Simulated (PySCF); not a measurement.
C3H9AlO. Atoms are numbered in the order given.

```xyz
14

Al     0.0958     0.3114     0.2776
H      0.3567     1.5250     1.2723
C     -1.0275     0.4241    -1.3160
C     -1.7203     1.7792    -1.5276
H     -1.7752    -0.3894    -1.2678
H     -0.4013     0.1713    -2.1923
H     -0.9905     2.6019    -1.6137
H     -2.3845     2.0343    -0.6847
H     -2.3368     1.7958    -2.4421
O      0.8466    -1.1776     0.6270
C      1.6963    -1.6805     1.6142
H      2.6387    -2.0454     1.1672
H      1.9577    -0.9229     2.3788
H      1.2253    -2.5340     2.1346
```

Coordinates come from a ωB97X-D3(BJ)/def2-SVP optimisation. The values are those of a single conformer.

All values below come from TDDFT-M06-2X/def2-SVPD in PySCF.

Vertical excitations. Gas-phase values at a fixed geometry.

| state | energy (eV) | λ (nm) | f | main pairs |
|---|---|---|---|---|
| S1 | 5.51 | 225 | 0.002 | HOMO→LUMO 97 % |
| S2 | 6.56 | 189 | 0.005 | HOMO−2→LUMO 95 % |
| S3 | 6.66 | 186 | 0.067 | HOMO→LUMO+1 87 % |
| S4 | 6.95 | 178 | 0.064 | HOMO−1→LUMO 91 % |
| S5 | 7.25 | 171 | 0.035 | HOMO→LUMO+2 49 %, HOMO−2→LUMO+1 24 %, HOMO→LUMO+3 8 % |
| S6 | 7.28 | 170 | 0.001 | HOMO−1→LUMO+1 71 % |
| S7 | 7.53 | 165 | 0.006 | HOMO−2→LUMO+1 50 %, HOMO→LUMO+2 21 % |
| S8 | 7.92 | 157 | 0.273 | HOMO→LUMO+3 70 % |
| S9 | 8.22 | 151 | 0.012 | HOMO−4→LUMO 53 %, HOMO−1→LUMO+2 19 %, HOMO−1→LUMO+3 17 % |
| S10 | 8.34 | 149 | 0.017 | HOMO−3→LUMO 86 % |
| T1 | 5.19 | 239 | 0 | HOMO→LUMO 95 % |
| T2 | 6.10 | 203 | 0 | HOMO→LUMO+1 62 %, HOMO→LUMO+3 16 % |
| T3 | 6.18 | 201 | 0 | HOMO−1→LUMO 86 % |
| T4 | 6.29 | 197 | 0 | HOMO−2→LUMO 89 % |
Triplets are in the Tamm–Dancoff approximation, which puts them higher than full response would, so one can lie above its singlet here.
